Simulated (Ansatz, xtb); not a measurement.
**CH6GeOSSi: which of two isomers lies lower**

Structure X is `O=[CH][GeH2][SiH2]S`, a singlet and structure Y is `O=C[Si@@H](S)[GeH3]`, a singlet. Both are isolated molecules in the gas phase, relaxed with B3LYP/def2-SVP; each stands in its lowest conformer found.

Task: Estimate E(Y) − E(X) at the level CCSD(T)/def2-SVP + ΔMP2/def2-TZVPP.

Result: Too close to call at this level: CCSD(T)/def2-SVP + ΔMP2/def2-TZVPP gives E(Y) − E(X) = +0.40 kcal/mol.

Level by level:

```csv
level,geometry,E(Y) − E(X) (kcal/mol),departure from the last row (kcal/mol),"job, with rough time for the two"
B3LYP/def2-SVP,B3LYP/def2-SVP,+0.85,+0.44,"optimisation, 3.5 min"
HF/def2-SVP,B3LYP/def2-SVP,−0.67,−1.07,part of the CCSD(T) run
MP2/def2-SVP,B3LYP/def2-SVP,+0.17,−0.24,part of the CCSD(T) run
CCSD(T)/def2-SVP,B3LYP/def2-SVP,+0.07,−0.33,single point
CCSD(T)/def2-SVP + ΔMP2/def2-TZVPP,B3LYP/def2-SVP,+0.40,,"single point, 47 s"
```

As drawn, Y has 1 C–Si, 1 Ge–H in place of 1 C–Ge, 1 Si–H.

The largest departure from CCSD(T)/def2-SVP + ΔMP2/def2-TZVPP is that of HF/def2-SVP, 1.07 kcal/mol. Levels run at GFN2-xTB geometries aren't shown. The last row adds to CCSD(T) the change of the MP2 difference between the two basis sets, here +0.33 kcal/mol.

With thermal terms from frequencies at re-optimised GFN2-xTB minima (ideal gas, soft modes damped towards free rotors, one conformer each, 298.15 K, 1 atm): the zero-point term adds +0.11 kcal/mol; ΔH is +0.65 and ΔG +0.07 kcal/mol.

The correlated steps freeze 21 core orbitals; the filled d shell of Ge is correlated, in a basis made for valence electrons. Mirror images aren't counted in ΔG. Run with Ansatz 0.2.0, xtb 6.7.1; the last row on 2 threads of Intel(R) Xeon(R) 6975P-C (Granite Rapids) on a shared host.
